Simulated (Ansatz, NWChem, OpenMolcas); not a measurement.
**Abstraction of H: SiHCl3 + Si(OH)3 → SiCl3 + SiH(OH)3**

Species: SiHCl3 `Cl[SiH](Cl)Cl`, singlet; Si(OH)3, doublet; SiCl3 `Cl[Si](Cl)Cl`, doublet; SiH(OH)3, singlet. A radical takes H: the energy is the difference in strength between two Si–H bonds in different surroundings.

Shapes, held fixed at every level: PBE0-D4/def2-TZVP. Flexible molecules stand in one conformer, not always the lowest. Programs: Ansatz 0.2.0, NWChem 7.3.0, OpenMolcas 26.06. A level may come from different programs for different species; with the same settings they agree closely. The zero-point and thermal change to 298 K, harmonic and unscaled (PBE0-D4/def2-TZVP), is +1.6 kJ/mol.

(1) Estimate ΔH(298 K) of this reaction.

## Answers

(1) The highest level, CCSD(T)/CBS estimate, gives ΔH(298 K) = -22.5 kJ/mol; the levels span -31.8 to -22.5. The column of differences is taken from that level and isn't an error. No measured value is set beside it here. Open shells run unrestricted. The CBS estimate extrapolates MP2 from def2-TZVPP and def2-QZVPP and adds CCSD(T) − MP2 in the triple-zeta set, cores frozen.

| level | kind | ΔH(298 K) (kJ/mol) | less CCSD(T)/CBS estimate |
| --- | --- | --- | --- |
| HF/def2-SVP | Hartree–Fock | -26.9 | -4.4 |
| HF/def2-TZVPP | Hartree–Fock | -23.3 | -0.8 |
| B3LYP/6-31G* (Cartesian functions) | global hybrid | -31.8 | -9.3 |
| BHLYP-D4/def2-TZVPP | global hybrid | -27.7 | -5.2 |
| wB97X-V/def2-TZVPP | range-separated hybrid | -22.8 | -0.3 |
| CCSD(T)/def2-SVP | coupled cluster or CI | -26.5 | -4.0 |
| CCSD(T)/def2-TZVPP | coupled cluster or CI | -24.1 | -1.6 |
| CCSD(T)/CBS estimate | coupled cluster or CI | -22.5 | 0.0 |
